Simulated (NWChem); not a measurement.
System: C₂H₆O₂Si; SMILES O1C[SiH](O)C1

```xyz
11

O     -0.5403    -2.0291     0.0000
Si     0.3550    -0.6068     0.0000
C     -0.1022     0.8476    -1.1393
O      0.1320     1.7213     0.0000
C     -0.1022     0.8476     1.1393
H     -0.0287    -2.8553     0.0000
H      1.8289    -0.9329     0.0000
H     -1.1679     0.8709    -1.4747
H      0.5428     1.1442    -1.9924
H      0.5428     1.1442     1.9924
H     -1.1679     0.8709     1.4747
```
Atoms are numbered in this order, from 1.

All runs: NWChem. Pople sets run with spherical d functions. The geometry was optimised at PBE-D3(BJ)/def2-SVP. Static field.

```
level              isotropic polarisability (bohr³)  anisotropy (bohr³)
-----------------  --------------------------------  ------------------
PBE/6-31+G*                                    56.7                 8.9
B3LYP/6-31+G*                                  54.3                 7.9
CAM-B3LYP/6-31+G*                        (withheld)                 7.3
BHandHLYP/6-31+G*                              51.5                 6.9
```

Problem. Complete the blanks.

Solution. 
- CAM-B3LYP/6-31+G*, isotropic polarisability (bohr³): 53.1
